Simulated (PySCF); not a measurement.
# Al⁺: ionisation energy

Al⁺ [Ne] 3s2 (1S) → Al²⁺ [Ne] 3s1 (2S), as a difference of total energies. Computed with PySCF 2.14 in aug-cc-pVQZ-DK (7s6p4d3f2g, 84 functions), with scalar relativity by spin-free X2C-1e. Correlated levels: valence: [Ne] frozen. The calculations carry no spin-orbit coupling.

| method | ionisation energy (eV) | error (eV) |
| --- | --- | --- |
| UHF | 17.551 | -1.278 |
| LDA | 18.931 | +0.102 |
| PBE | 18.795 | -0.034 |
| PBE0 | 18.688 | -0.141 |
| r2SCAN | 18.411 | -0.418 |
| BP86 | 18.885 | +0.056 |
| r2SCANh | 18.423 | -0.406 |
| B2PLYP | 18.714 | -0.115 |
| CAM-B3LYP | 18.944 | +0.115 |
| MP2 (valence) | 18.343 | -0.486 |
| SCS-MP2 (valence) | 18.501 | -0.328 |

Reference: 18.829 eV (measured; NIST Atomic Spectra Database, ionization energies).

Errors of the correlated levels include the incompleteness of this basis and the frozen core.

MP2 underrates the near-degeneracy of ns² with np² in the lower species.
